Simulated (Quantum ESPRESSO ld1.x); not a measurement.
Cs II, 54 electrons, occupied as [Xe]. Calculated with ld1.x of Quantum ESPRESSO 7.5: Dirac Kohn-Sham, LDA (Slater exchange, Perdew-Zunger correlation), spin-unpolarised, spherical densities, point nucleus.

X-ray form factor f0, the Fourier transform of the density (f0(0) = 54):

| sin(theta)/lambda (1/angstrom) | f0 (electrons) |
|---|---|
| 0.05 | 53.090 |
| 0.1 | 50.656 |
| 0.15 | 47.381 |
| 0.2 | 43.939 |
| 0.25 | 40.738 |
| 0.3 | 37.914 |
| 0.4 | 33.232 |
| 0.5 | 29.371 |
| 0.6 | 26.073 |
| 0.8 | 21.088 |
| 1 | 17.903 |
| 1.25 | 15.164 |
| 1.5 | 12.824 |
| 2 | 8.885 |
